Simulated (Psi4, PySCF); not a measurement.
Two rigid molecules brought together: CH4 ··· C2H3N (SMILES C and CC#N). Monomers: optimised at B3LYP-D3(BJ) (def2-TZVP), held rigid. Orientation: lowest of the rigid-body minima from ten starts at GFN2-xTB. R is the distance of the centres of mass, along which the second monomer moves.

- RKS-B3LYP/6-31G* = restricted B3LYP/6-31G*, spherical d, no counterpoise correction in PySCF 2.14.0
- SAPT0/jun-cc-pVDZ, frozen core (Psi4)

Interaction energies in kcal/mol:

```csv
R / Å,RKS-B3LYP/6-31G*
3.11,2.98
3.28,1.17
3.47,0.17
3.70,-0.30
3.86,-0.40
4.10,-0.39
4.38,-0.30
4.71,-0.18
5.19,-0.08
5.91,-0.03
6.87,-0.02
8.17,-0.01
```

Problem. What does SAPT0/jun-cc-pVDZ give at the same points?

Solution. 3.11: 2.29; 3.28: 0.69; 3.47: -0.19; 3.70: -0.57; 3.86: -0.63; 4.10: -0.58; 4.38: -0.46; 4.71: -0.33; 5.19: -0.20; 5.91: -0.10; 6.87: -0.04; 8.17: -0.02 (kcal/mol).
